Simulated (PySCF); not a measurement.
# A thermochemical cycle for AsO

CCSD(T) in PySCF with def2-TZVPPD on every atom, for the lowest determinant that a PBE0 search found; no spin–orbit coupling. AsO, a doublet (π ↑), has De = 4.69 eV to neutral atoms, and AsO⁺, a singlet (closed shell), has De = 6.47 eV to As⁺ + O.

At the same level the As atom ionises at 9.97 eV.

Task: What is the adiabatic ionisation energy of the molecule, and does ionisation strengthen or weaken the bond?

Result: IE = IE(As) + De(neutral) − De(ion) = 9.97 + 4.69 − 6.47 = 8.19 eV. De changes by +1.78 eV, so ionisation strengthens the bond.

Correlated steps freeze 10 core orbitals. For an ion De counts to the pair picked by the measured ionisation energies or electron affinities, which need not be the lowest pair at this level. Where the molecule has an RHF reference, its open-shell atoms are computed with UHF. The CCSD T1 diagnostic is raised in AsO⁺, a sign that a single reference may not be enough there. States were picked by a PBE0 search and need not be the measured ground states.
